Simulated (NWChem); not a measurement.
Molecule: C$_{3}$H$_{7}$NSi; SMILES C#C[SiH2]CN

```xyz
12

C     -0.8755     2.4509    -0.0366
C     -0.1152     1.5018     0.0255
Si     0.9927     0.0321     0.1110
C      0.0326    -1.4821    -0.4846
N     -1.1612    -1.6687     0.3176
H     -1.5392     3.2959    -0.0889
H      2.1737     0.2766    -0.7726
H      1.4511    -0.1332     1.5205
H      0.7093    -2.3449    -0.3474
H     -0.1260    -1.3925    -1.5821
H     -1.6793    -2.4937     0.0230
H     -1.7904    -0.8748     0.2132
```
Atoms are numbered in this order, from 1.

Computed with NWChem. The geometry was optimised at PBE0/def2-SVP. Not confirmed as a minimum by frequencies. Level: B3LYP/def2-SVP with SMD (1 M gas to 1 M solution), gas-phase geometry. Reactions with the solvent are ignored.

```tsv
solvent	dielectric constant	solvation free energy (kcal/mol)	cavity-dispersion-structure term (kcal/mol)	dipole in solution (D)
water	78.4	-0.9	5.5	2.27
tetrahydrofuran	7.43	-3.2	2.3	2.18
chlorobenzene	5.70	-3.6	1.6	2.15
dimethyl sulfoxide	46.8	-2.2	4.1	2.26
cyclohexanone	15.6	-3.0	3.0	2.23
2-propanol	19.3	-3.6	2.5	2.24
ethanol	24.9	-3.6	2.5	2.25
```
